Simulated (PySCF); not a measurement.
**Name the molecule from its bond curve**

A diatomic of charge 0 contains Tl. Its triplet curve at LDA in a double-zeta basis (scalar-relativistic core potentials, PySCF), in eV from the separated fragments:

```
R (Å)  E (eV)
2.140  -1.942
2.240  -2.142
2.340  -2.243
2.414  -2.272
2.489  -2.271
2.564  -2.246
2.663  -2.187
2.788  -2.083
2.937  -1.934
3.136  -1.721
```

The fit gives ωe = 355 cm⁻¹ and the rotational constant Bₑ = 0.2695 cm⁻¹.

Task: Which atom is the partner?

Result: The minimum lies at 2.447 Å, so the reduced mass is 16.8576 u Å² cm⁻¹/(Bₑ·Re²) = 10.45 u. With Tl at 204.97 u the partner weighs about 11.0 u: B. The molecule is TlB.

These are scalar-relativistic numbers at best; spin–orbit coupling would shift them, the dissociation energy most. The state is the lowest determinant that a PBE0 search found; another state may lie lower at other levels.
